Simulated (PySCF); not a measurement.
**Electronic absorption of C4H4F3N**

Species: C₄H₄F₃N.
SMILES: `[H]/N=C\C(F)=C\C(F)F`

Method used: TDDFT PBE0/def2-SVPD, vertical, gas phase, core orbitals frozen in the response in PySCF 2.14.0, density-fitted response routines. The structure is a single GFN2-xTB conformer in the gas phase; no vibrational or solvent corrections. Torsions of this conformer, `[H]/[N:1]=[CH:2]\[C:3]([F:4])=[CH:5]\[CH:6]([F:7])[F:8]`: N1–C2–C3–F4 180°, C3–C5–C6–F7 121°.

| state | E (eV) | ν̃ (cm⁻¹) | f | symmetry | main configurations (H = HOMO, L = LUMO) |
| --- | --- | --- | --- | --- | --- |
| S1 | 4.19 | 33820 | 0.0023 | A″ | H→L (98%) |
| S2 | 5.55 | 44730 | 0.290 | A′ | H-1→L (97%) |
| S3 | 6.56 | 52880 | 0.0001 | – | H-2→L (98%) |
| S4 | 7.55 | 60870 | 0.069 | A′ | H-3→L (82%), H-1→L+3 (15%) |
| S5 | 7.68 | 61940 | 0.0082 | A″ | H-1→L+1 (92%) |
| S6 | 7.74 | 62440 | 0.036 | A′ | H→L+1 (69%), H→L+2 (27%) |

Triplets (Tamm–Dancoff): T1 3.23 eV, H-1→L (95%); T2 3.45 eV, H→L (95%).

The lowest singlet lies at 4.19 eV (296 nm, ultraviolet) and is very weak; its leading configuration is HOMO→LUMO (98%). The most intense listed level is S2 at 5.55 eV (224 nm, f = 0.290), 1.35 eV above S1. Löwdin shares by element: HOMO nitrogen 62%, carbon 21% or more, hydrogen 8% or more; LUMO carbon 58% or more, nitrogen 24% (atoms not listed hold the other 19%). Orbital energies (eV): HOMO-3 -10.88, HOMO-2 -10.34, HOMO-1 -8.46, HOMO -8.41, LUMO -2.46, LUMO+1 0.58, LUMO+2 0.79. Weighted by f, the mean energy of these states is 6.12 eV. Of the 6 states listed, 3 reach f = 0.01 and 1 stays under 0.0005. Symmetry labels in Cs follow from the direction of the transition dipole and are given only for states with f of 0.002 or more. The window holds the lowest 6 singlets.

The run took 27 s on one thread, Arm Neoverse V1 (aarch64), shared host, and the process peaked at 0.82 GiB of memory.
